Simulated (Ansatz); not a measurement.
The lowest singlet and triplet of C3H2 (SMILES [CH]C#C); geometries from B3LYP-D3(BJ)/def2-TZVP, each state relaxed from the structure named, with no frequency check, low spin by broken symmetry.
Singlet at the triplet's geometry (charge 0, multiplicity 1):
```xyz
5

C     -1.230    -0.266    -0.145
C     -0.001     0.007    -0.006
C      1.232     0.241     0.167
H     -2.235    -0.478    -0.415
H      2.225     0.588     0.316
```

A positive gap puts the triplet lower; no zero-point energy. R- takes a restricted singlet, here one determinant of a half-filled degenerate or near-degenerate pair, which mixes singlet states. U- takes an unrestricted singlet (broken symmetry where lower, unprojected). The triplet is unrestricted in single-reference levels. Active spaces average the two states.

Correlated levels freeze the cores.

Programs: Ansatz (a quantum-chemistry and plane-wave program). Each number belongs to the level named beside it.

**Question.** What gap E(singlet) − E(triplet), vertical, at the triplet's geometry does R-CCSD/cc-pVTZ give?

**Answer.** 29.4 kcal/mol

**Question.** Estimate the gap E(singlet) − E(triplet), vertical, at the triplet's geometry that SC-NEVPT2 on SA-CASSCF(6,6)/cc-pVQZ returns for this input.

**Answer.** 19.1 kcal/mol

**Question.** Estimate the gap E(singlet) − E(triplet), vertical, at the triplet's geometry that U-PBE0/def2-TZVPP (spin-contaminated) returns for this input.

**Answer.** 9.4 kcal/mol

Doubts at one or more of the structures used: a restricted determinant that unrestricted orbitals would lower (R-CCSD/cc-pVTZ); a spin-contaminated determinant (R-CCSD/cc-pVTZ).
